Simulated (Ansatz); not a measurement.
Computed with Ansatz on PBE0-D4/def2-TZVP structures; ΔE is electronic, products minus reactants. CCSD(T)/CBS is the MP2 limit (def2-TZVPP, def2-QZVPP) plus CCSD(T) − MP2 in def2-TZVPP, frozen cores. This one scheme is used for every species. DFT in def2-TZVPP. B3LYP here is the variant with VWN-RPA as its local correlation; programs differ in this. Each species was taken in one conformer, which may not be the lowest.

Reaction (ligand exchange at the Si–O bond): `C[Si](C)(O)Cl` + HCl → `C[Si](C)(Cl)Cl` + H₂O

`C[Si](C)(O)Cl`:

Cartesian coordinates in Å:
```
C -0.625 1.043 1.057
Si 0.425 -0.158 0.108
C -0.484 -1.047 -1.234
O 1.713 0.572 -0.602
Cl 1.127 -1.546 1.483
H -1.471 0.532 1.524
H -0.049 1.528 1.849
H -1.013 1.817 0.390
H -1.346 -1.582 -0.831
H 0.172 -1.768 -1.725
H -0.838 -0.336 -1.985
H 2.389 0.944 -0.035
```

HCl:

```xyz
2

Cl    0.148    0.504    0.365
H    -0.148   -0.504   -0.365
```

`C[Si](C)(Cl)Cl`:

```xyz
11

C     1.113   -1.102   -0.339
Si   -0.117   -0.089    0.602
C    -0.969    1.212   -0.402
Cl   -1.542   -1.349    1.389
Cl    0.848    0.823    2.175
H     1.899   -0.461   -0.745
H     1.574   -1.846    0.313
H     0.622   -1.622   -1.165
H    -0.238    1.914   -0.810
H    -1.677    1.768    0.214
H    -1.515    0.753   -1.231
```

H₂O:

```xyz
3

O    -0.151   -0.196    0.301
H    -0.605    0.410   -0.289
H     0.756   -0.214   -0.012
```

```json
{"species": "`C[Si](C)(O)Cl`", "B3LYP-D4 energy (Eh)": "-905.62979"}
{"species": "HCl", "B3LYP-D4 energy (Eh)": "-460.83661"}
{"species": "`C[Si](C)(Cl)Cl`", "B3LYP-D4 energy (Eh)": "-1289.99840"}
{"species": "H₂O", "B3LYP-D4 energy (Eh)": "-76.46698"}
```

(1) Work out ΔE.

Largest T1 diagnostic among the species: 0.010.

Answers

(1) ΔE = (-1289.99840) + (-76.46698) − (-905.62979) − (-460.83661) = 0.00102 Eh = +2.7 kJ/mol. CCSD(T)/CBS gives -1.1 kJ/mol.

In def2-TZVPP, CCSD(T) changes the Hartree–Fock value by −5.9 kJ/mol (the triples alone add −1.7 kJ/mol) and MP2 by −11.6 kJ/mol. The D4 term adds −4.0 kJ/mol with B3LYP and −2.2 kJ/mol with PBE0; it sums over pairs of atoms, weighted by their polarisabilities, and B3LYP, whose exchange is more repulsive, gets the larger term. Leaving LDA and LC-ωPBE aside and taking each functional with its dispersion term where it has one, the values, not all of them listed here, spread over 14.1 kJ/mol, from revPBE-D4 to CAM-B3LYP-D4. LDA lies +5.4 kJ/mol from PBE without D4.
